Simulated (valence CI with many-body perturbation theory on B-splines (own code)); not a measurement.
Energy levels of Zr⁸⁺

Computed by valence CI with perturbative core correlation (CI+MBPT): four valence electrons over a frozen Dirac-Fock core [Ar] 3d10, a basis of 11 s, 11 p, 10 d, 8 f, 5 g, 2 h functions for each j, with the one-electron correlation potential Σ1 (screened to all orders), the two-electron term Σ2, the three-electron term Σ3, Breit, model QED; selected single and double excitations, second order for the rest, scaled by the run's own slope (own B-spline code, finite nucleus).

No measured spectrum was set against this ion. As an estimate, levels hold to about 250 cm⁻¹ or 0.2 % of their energy and the worst to 1 %, as in measured heavy ions of charge 2 to 7; those with d or f electrons hold less well. Among the levels kept, up to 830 cm⁻¹ of a level comes from second order outside the variational space, and about a tenth of that is noise between levels of different J, which matters for small intervals.

Levels 46 to 90 of 178, with energies above the lowest level, 4s2 4p2 3P_0. "Leading %" is the weight of the configuration and term that name the level; weights of strongly mixed levels are sums over their largest components and can fall short. Lifetimes count E1, E2, E3, M1 and M2 decay at the calculated energies, and are blank where another channel may lead or the interval is too uncertain; long ones can be off by a factor of two.

```tsv
No.	Configuration	Term	J	E (cm⁻¹)	Leading %	Second component	Lifetime
46	4s 4p2 4d	5P	3	516090	90	5 % 4s 4p2 4d 5D	14.0 ps
47	4s 4p2 4d	5P	2	519150	74	19 % 4s 4p2 4d 3P	15.7 ps
48	4s 4p2 4d	3P	2	520530	58	20 % 4s 4p2 4d 5P	21.1 ps
49	4s 4p2 4d	5P	1	521250	94		13.2 ps
50	4s 4p2 4d	3P	1	529440	71	14 % 4p4 3P	25.7 ps
51	4s2 4p 5s	3P°	0	529700	96		22.6 ps
52	4s2 4p 5s	3P°	1	531230	75	22 % 4s2 4p 5s 1P°	18.8 ps
53	4s 4p2 4d	3G	3	533850	83	8 % 4s2 4p 4f 3G	457 ps
54	4s 4p2 4d	3P	0	536090	77	16 % 4p4 3P	26.5 ps
55	4s 4p2 4d	3G	4	536890	86	7 % 4s2 4p 4f 3G	398 ps
56	4s 4p2 4d	3G	5	540500	88	7 % 4s2 4p 4f 3G	581 ps
57	4s 4p2 4d	3D	2	548130	70	8 % 4s 4p2 4d 3F	28.3 ps
58	4s2 4p 5s	3P°	2	549170	96		23.0 ps
59	4s 4p2 4d	3D	3	549250	54	35 % 4s 4p2 4d 1F	36.8 ps
60	4s 4p2 4d	3D	1	549370	88	5 % 4s 4p2 4d 3P	28.3 ps
61	4s2 4p 5s	1P°	1	553120	74	22 % 4s2 4p 5s 3P°	13.2 ps
62	4s 4p2 4d	1G	4	553220	76	10 % 4s2 4d2 1G	182 ps
63	4s 4p2 4d	1F	3	554240	42	37 % 4s 4p2 4d 3D	28.0 ps
64	4s 4p2 4d	3F	2	560720	57	31 % 4s 4p2 4d 3D	17.9 ps
65	4s 4p2 4d	3D	1	565070	95		20.2 ps
66	4s 4p2 4d	3F	3	565880	59	28 % 4s 4p2 4d 3D	17.7 ps
67	4s 4p2 4d	3D	2	567700	69	11 % 4s 4p2 4d 3F	23.1 ps
68	4s 4p2 4d	1P	1	568620	64	23 % 4s 4p2 4d 3D	28.8 ps
69	4s 4p2 4d	3P	0	571340	85	9 % 4s2 4d2 3P	18.4 ps
70	4s 4p2 4d	3F	3	572320	29	21 % 4s 4p2 4d 3D	21.3 ps
71	4s 4p2 4d	3P	1	573590	74	9 % 4s 4p2 4d 3S	19.1 ps
72	4s 4p2 4d	3F	2	573730	53	19 % 4s2 4p 4f 3F	17.4 ps
73	4s 4p2 4d	3F	4	573760	80	6 % 4s2 4p 4f 3F	11.1 ps
74	4s 4p2 4d	3D	3	576490	42	39 % 4s 4p2 4d 3F	30.4 ps
75	4s 4p2 4d	3P	2	577640	69	8 % 4s2 4d2 3P	18.7 ps
76	4s 4p2 4d	3S	1	581290	55	26 % 4s 4p2 4d 3D	20.2 ps
77	4s 4p2 4d	3D	2	583260	76	8 % 4s 4p2 4d 3P	29.6 ps
78	4s 4p2 4d	3F	4	583700	73	19 % 4s2 4p 4f 3F	79.0 ps
79	4s 4p2 4d	3D	1	584980	39	28 % 4s 4p2 4d 3S	24.8 ps
80	4s 4p2 4d	3D	3	591600	62	9 % 4s 4p2 4d 3F	17.6 ps
81	4s 4p2 4d	3D	2	597480	58	20 % 4s2 4p 4f 3D	17.8 ps
82	4s 4p2 4d	3D	3	597850	73	11 % 4s2 4p 4f 3D	32.3 ps
83	4s 4p2 4d	3D	1	598740	66	23 % 4s2 4p 4f 3D	18.6 ps
84	4s 4p2 4d	1D	2	599150	43	16 % 4s2 4d2 1D	14.4 ps
85	4s2 4p 5p	3D	1	601670	48	35 % 4s2 4p 5p 1P	40.5 ps
86	4s 4p2 4d	1D	2	608340	74	8 % 4s2 4p 4f 1D	79.6 ps
87	4s2 4p 4f	1F	3	609690	50	36 % 4s 4p2 4d 1F	13.6 ps
88	4s2 4p 5p	3P	0	610710	66	11 % 4s 4p2 4d 1S	35.6 ps
89	4s2 4p 5p	3P	1	611710	33	26 % 4s2 4p 5p 3D	46.2 ps
90	4s2 4p 5p	3D	2	613040	75	11 % 4s2 4p 5p 3P	49.0 ps
```

Names give the largest LS component (configuration and term), which can be under half, so a name can repeat, a term be missing and a line seem to break the LS rules; names also repeat where a configuration has a term twice.

Where two levels of one J and parity lie close, their mixing, g and order are uncertain.
